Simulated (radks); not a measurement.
Q: The mean radii <r> (bohr) of the occupied orbitals of an atom or ion are listed with their occupations. Calculated with a radial shooting solver on a logarithmic mesh with Libxc functionals: non-relativistic Kohn-Sham, PBE, spin-unpolarised, spherical densities, point nucleus.

orbital  occ.     <r>
1s          2  0.3283
2s          1   1.643
6d          1   23.16

Name the element and its charge.

A: Z = 5, boron, charge +1: B+ in [He] 2s1 6d1. The 1s radius gives Z: for a bare nucleus <r> = 1.5/Z, 0.3 bohr for Z = 5, and screening makes it slightly larger (0.3283 here). The occupations add up to 4, and the charge is Z minus that.
